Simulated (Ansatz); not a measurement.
Consider the isomerisation: `CSB(O)Cl` → `COB(S)Cl`.

Program: Ansatz. Geometries: PBE0-D4/def2-TZVP. ΔE: electronic, gas phase. CBS: MP2 limit from def2 TZ/QZ plus the TZ coupled-cluster correction, frozen cores. This one scheme is used for every species. One conformer a species, not always the lowest.

```csv
species,CCSD(T)/CBS(def2) energy (Eh)
`CSB(O)Cl`,-998.11072
`COB(S)Cl`,-998.09351
```

Problem. Work out ΔE.

Solution. ΔE = (-998.09351) − (-998.11072) = 0.01721 Eh = +45.2 kJ/mol.

Largest T1 diagnostic among the species: 0.012.

In def2-TZVPP, CCSD(T) changes the Hartree–Fock value by +7.2 kJ/mol (the triples alone add +1.2 kJ/mol) and MP2 by +13.1 kJ/mol.
